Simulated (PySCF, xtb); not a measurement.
BH7OSi2, SMILES OB([SiH3])[SiH3].

xtb 6.7.1 with GFN2-xTB at its own geometry gives an orbital gap of 2.79 eV and a dipole moment of 2.50 D.

Geometry: B3LYP-D3(BJ)/def2-SVP. This is a generated structure with no PubChem entry under its InChIKey; it may be hypothetical. One conformer was computed; it need not be the lowest.

What does PBE0/def2-TZVP run with PySCF give? (The exact figures need the calculation; the answer reports its results.)

gap 5.66 eV (levels -7.29 and -1.63 eV), dipole 1.77 D.
